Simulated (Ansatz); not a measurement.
Problem. Name a neutral molecule of C, Ge, S and H with HOMO energy (B3LYP/def2-TZVPP) between -6.75 and -6.45 eV and HOMO energy (ωB97M-V/def2-TZVPP) between -9.05 and -8.75 eV (Ansatz, PBE0-D4/def2-TZVP geometry).

Solution. `C[CH]1[S][GeH2]1` (-6.46 eV, -8.89 eV); `[CH2]1[S][GeH2]1` (-6.52 eV, -8.95 eV); `S[CH2][GeH3]` (-6.53 eV, -8.95 eV). Other molecules can fit too; these were computed, each in one conformer that needn't be the lowest.

B3LYP here is the variant with VWN-RPA as its local correlation; programs differ in this.
